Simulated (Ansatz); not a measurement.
```yaml
crystal:
  periodic: [false, false, false]
  atoms:
    - {symbol: Ga, position_ang: [1.513879, 1.832087, -0.033196]}
    - {symbol: Cl, position_ang: [2.997954, 0.257287, 0.088629]}
    - {symbol: Cl, position_ang: [2.083506, 3.765672, 0.725282]}
    - {symbol: Sb, position_ang: [-0.240560, 1.579271, -1.957428]}
    - {symbol: Ga, position_ang: [-1.947820, -0.576939, -1.534019]}
    - {symbol: Cl, position_ang: [-2.813177, 0.345786, 0.262163]}
    - {symbol: Cl, position_ang: [-3.252552, -0.615429, -3.271378]}
    - {symbol: Sb, position_ang: [-0.333880, -2.617431, -1.073768]}
    - {symbol: Ga, position_ang: [0.434441, -1.865122, 2.089773]}
    - {symbol: Cl, position_ang: [2.232562, -3.066865, 2.132475]}
    - {symbol: Cl, position_ang: [-1.389568, -2.993118, 2.453693]}
    - {symbol: Sb, position_ang: [0.537334, 0.635863, 2.951432]}
    - {symbol: H, position_ang: [-0.895728, 3.144276, -2.016287]}
    - {symbol: H, position_ang: [0.804948, 1.722175, -3.292307]}
    - {symbol: H, position_ang: [0.275688, -1.567516, 0.235901]}
    - {symbol: H, position_ang: [0.846269, -1.880843, -2.095763]}
    - {symbol: H, position_ang: [-1.176689, 0.680973, 3.056893]}
    - {symbol: H, position_ang: [0.323385, 1.219863, 1.277886]}
basis:
  gaussian: {orbitals: def2-TZVP}
total_charge: 1
magnetization: {spin_polarized: true, initial_magnetization: 1}
hamiltonian: {xc: pbe0, dispersion: d4}
scf: {omitted_lower_state_checks: [starts]}
output: {orbitals: {seedname: orbitals}}
```

```sh
$ ansatz run in.yaml --threads 4 --pin off --events-out ev --progress --plain --max-ram 6963MiB
```

Q: Does this run fit into the memory that it is given?

A: No. It has 552 basis functions, and Ansatz plans for 14 GiB where 7 GiB are given.
